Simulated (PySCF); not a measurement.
Ge(H)(OH)3, SMILES [GeH]([OH])([OH])[OH] (PBE0/def2-SVP optimised geometry):

```
8

Ge    -0.783    -0.769     0.000
O     -1.324     0.915     0.000
O     -1.325    -1.513    -1.510
O      0.986    -0.769     0.000
H     -1.332    -1.520     1.208
H     -0.575     1.520    -0.052
H     -1.766    -0.869    -2.076
H      1.332    -1.123    -0.827
```

Computed with PBE0/def2-TZVP (PySCF).

Task: What are the frontier orbital energies and the dipole moment?

Result: HOMO-2 -9.15 eV, HOMO-1 -9.14 eV, HOMO -8.85 eV, LUMO 0.22 eV, LUMO+1 1.15 eV; dipole moment 1.23 D.

On the same geometry PBE/def2-TZVP (PySCF) gives HOMO-2 -7.37 eV, HOMO-1 -7.37 eV, HOMO -7.18 eV, LUMO -0.74 eV, LUMO+1 0.24 eV; dipole moment 1.25 D.

Meta-Löwdin charges at PBE0/def2-TZVP: Ge1 1.28, O2 -0.75, O3 -0.75, O4 -0.75, H5 -0.08, H6 0.35, H7 0.35, H8 0.35.
